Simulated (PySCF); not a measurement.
K2.
Bonds: K1–K2.

Level: wB97X-D/pcSseg-2 in PySCF, non-relativistic, on one gas-phase PBE0-D3(BJ)/def2-TZVP geometry that isn't relaxed in the solvent. The solvent is an IEF-PCM continuum (van der Waals radii × 1.2). Specific hydrogen bonds and non-electrostatic terms are outside this model.

Gas phase at wB97X-D/pcSseg-2: HOMO -4.04 eV, LUMO -0.26 eV, dipole 0.00 D.

Task: What does the continuum do to the energy, the frontier levels and the dipole at wB97X-D/pcSseg-2 in chloroform?

Result: 
| solvent | ε | E(solvent) − E(gas) (kJ/mol) | polarisation term (kJ/mol) | distortion of the solute (kJ/mol) | HOMO (eV) | LUMO (eV) | dipole (D) |
| --- | --- | --- | --- | --- | --- | --- | --- |
| chloroform | 4.711 | -9.18 | -11.47 | 2.29 | -4.05 | 0.03 | 0.00 |

The polarisation term is half the interaction of the solute with the surface charges that it induces; the rest is the cost of distorting the solute's density. The sum is the electrostatic part of solvation alone. Charge and dipole vanish, so a point-dipole model would give no lowering at all.

Note: wB97X-D ran without an empirical dispersion term, which enters the total energy and its gradient alone.
